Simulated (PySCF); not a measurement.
These are PySCF with B3LYP-D3(BJ)/def2-TZVP // BP86-D3(BJ)/def2-SVP values and carry that method's errors. All species are isolated molecules in the gas phase. One relaxed conformer stands for a flexible species; it need not be the lowest. B3LYP has the VWN-RPA correlation part, as in Gaussian. 

Reference species: [Sc(Cl)2(NH2)] (neutral, multiplicity 1).

| Property | Result |
|---|---|
| mean distance from the central atom to its bonded neighbours | 2.181 Å |
| LUMO | -2.78 eV |

Changed species: [Sc(Cl)3] (0 of 3 Cl replaced by NH2; the reference has 1 of 3 Cl replaced by NH2).

Question: Give the shifts of the mean distance from the central atom to its bonded neighbours and LUMO.

Answer: the mean distance from the central atom to its bonded neighbours rises by 0.090 Å, to 2.271 Å; the LUMO falls by 0.86 eV, to -3.64 eV.
